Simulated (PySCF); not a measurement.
**P(2+) (phosphorus, charge +2) across methods**

[Ne] 3s2 3p1, 2P determinant. All numbers are calculated (PySCF 2.14, the spin-free X2C one-electron Hamiltonian (Gaussian nucleus), in aug-cc-pCVTZ-DK).

| method | E (hartree) | mean ε 3s α (eV) | mean ε 3s β (eV) | mean ε 3p α (eV) | Σ⟨r²⟩ (bohr²) | ⟨S²⟩ |
| --- | --- | --- | --- | --- | --- | --- |
| LDA | -339.6970 | -34.417 | -33.345 | -24.793 | 13.88 | 0.752 |
| revPBE | -340.9244 | -34.310 | -33.140 | -24.969 | 13.89 | 0.754 |
| wB97X | -340.9814 | -38.670 | -37.098 | -28.762 | 13.83 | 0.754 |
| r2SCAN | -340.9434 | -34.678 | -33.337 | -25.398 | 13.91 | 0.758 |
| UHF | -340.46419 | -40.156 | -37.174 | -29.968 | 14.05 | 0.763 |
| PBE | -340.8247 | -34.343 | -33.202 | -24.945 | 13.88 | 0.754 |
| LC-wPBE | -340.8689 | -39.241 | -37.550 | -29.400 | 13.85 | 0.756 |
| wB97X-V | -340.9327 | -38.599 | -37.089 | -28.706 | 13.93 | 0.754 |
| PBE0 | -340.8503 | -36.009 | -34.496 | -26.360 | 13.89 | 0.755 |
